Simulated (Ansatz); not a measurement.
**Cost against result**

The pair of CH$_{4}$ (SMILES C, atoms 1–5) and AsH$_{3}$ (SMILES [AsH3], atoms 6–9), both closed shells, in one local arrangement (a lower one may exist), relaxed at PBE0-D4/def2-TZVP:

```xyz
9
angstrom
C -0.0336 0.1014 -1.7606
H -1.1153 0.0053 -1.6688
H 0.2402 0.1337 -2.8149
H 0.4489 -0.7537 -1.2873
H 0.2924 1.0200 -1.2727
As 0.0835 0.4891 2.0533
H 1.1357 -0.5441 1.6801
H -0.0041 -0.0350 3.4796
H -1.0477 -0.4167 1.5914
```

Interaction energies are counterpoise-corrected; the time is that of the whole pair.

Ansatz 0.2.0; basis: as named in each row; cores frozen in the correlated methods. Filled d shells of the heavier atoms are correlated. The def2 sets are not built for correlating such inner shells, so the correlated values are less sure here. B3LYP uses VWN-RPA correlation. Extrapolation: Hartree–Fock as exp(−7.88 √X), correlation as X^−2.97.

Times are rough, for one single point on 4 threads of a shared host (Arm Neoverse V2).

The estimate by CCSD(T) at an estimated basis limit (MP2 extrapolated from triple and quadruple zeta, plus CCSD(T) − MP2 in triple zeta) is -0.036 eV.

```csv
method,basis,time (s),interaction energy (eV),method less estimate
HF,STO-3G,under 1,0.021,0.057
PBE-D4,STO-3G,under 1,-0.028,0.008
SPW92,def2-SVP,under 1,-0.052,-0.016
B3LYP-D4,6-31G,under 1,-0.035,0.000
PBE-D4,def2-SVP,under 1,-0.044,-0.008
PBE0-D4,def2-SVP,under 1,-0.040,-0.005
PBE-D4,def2-TZVPPD,1,-0.045,-0.009
revPBE-D4,def2-TZVPPD,1,-0.042,-0.006
CCSD(T),def2-SVP,1,-0.005,0.031
BLYP-D4,def2-TZVPPD,1,-0.033,0.003
PBE0-D4,def2-TZVPPD,1,-0.040,-0.005
B3LYP-D4,def2-TZVPPD,2,-0.036,-0.001
HSE06-D4,def2-TZVPPD,2,-0.040,-0.004
r2SCAN-D4,def2-TZVPPD,2,-0.031,0.004
wB97M-V,def2-SVP,2,-0.028,0.007
B2PLYP,def2-TZVPPD,2,-0.002,0.034
wB97X-V,def2-TZVPPD,4,-0.034,0.001
B97M-V,def2-TZVPPD,4,-0.032,0.004
wB97M-V,def2-TZVPPD,5,-0.032,0.004
MP2,def2-QZVPPD,10,-0.035,0.001
CCSD(T),def2-TZVPPD,41,-0.029,0.007
```

T1 diagnostic: at most 0.012.
